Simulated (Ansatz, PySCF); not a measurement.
BiH3OTe2, SMILES [OH][Bi]([TeH])[TeH]. Atoms are numbered in the order given.

```xyz
7

Bi    -0.1351    -0.1258     1.1129
O     -1.5159    -1.6915     0.9426
H     -1.7005    -1.8903     0.0146
Te    -1.3121     1.9130    -0.5464
H     -0.9829     1.0687    -1.9441
Te     1.6392    -0.8660    -1.0048
H      2.1301    -2.2218    -0.1646
```

The structure is a stationary point at PBE0-D3(BJ)/def2-SVP. The structure was generated by enumeration; whether it is a known compound was not checked. The def2 effective core potentials stand for the cores of Bi, Te; spin–orbit coupling is left out. The values are those of a single conformer.

Two levels are set side by side: PBE-D3(BJ)/def2-SVP (Ansatz, a quantum-chemistry and plane-wave program) and PBE0-D3(BJ)/def2-SVP (Ansatz). Each level has its own optimised geometry; the coordinates shown are those of the second. Frequencies come from the Hessian of PySCF at each geometry. Differences are taken from unrounded values.

```csv
quantity,PBE0-D3(BJ)
mean bond length (Å),2.023
bond Bi1–O2 (Å),2.095
bond Bi1–Te4 (Å),2.880
bond Bi1–Te6 (Å),2.860
bond O2–H3 (Å),0.967
bond Te4–H5 (Å),1.666
bond Te6–H7 (Å),1.669
highest harmonic wavenumber (cm⁻¹),3858
mean harmonic wavenumber (cm⁻¹),779
zero-point energy (kcal/mol),16.71
```

**Question.** What does PBE-D3(BJ) give, and how far is it from PBE0-D3(BJ)? (The exact figures need the calculation; the answer reports its results.)

**Answer.** 
```tsv
quantity	PBE-D3(BJ)	PBE-D3(BJ) minus PBE0-D3(BJ)
mean bond length (Å)	2.047	0.025
bond Bi1–O2 (Å)	2.128	0.033
bond Bi1–Te4 (Å)	2.917	0.037
bond Bi1–Te6 (Å)	2.890	0.029
bond O2–H3 (Å)	0.980	0.013
bond Te4–H5 (Å)	1.683	0.017
bond Te6–H7 (Å)	1.687	0.018
highest harmonic wavenumber (cm⁻¹)	3672	-186
mean harmonic wavenumber (cm⁻¹)	743	-36
zero-point energy (kcal/mol)	15.93	-0.78
```

GGA bonds tend to be longer and softer than those of functionals with exact exchange. Differences between two approximate levels are no errors against the true value.
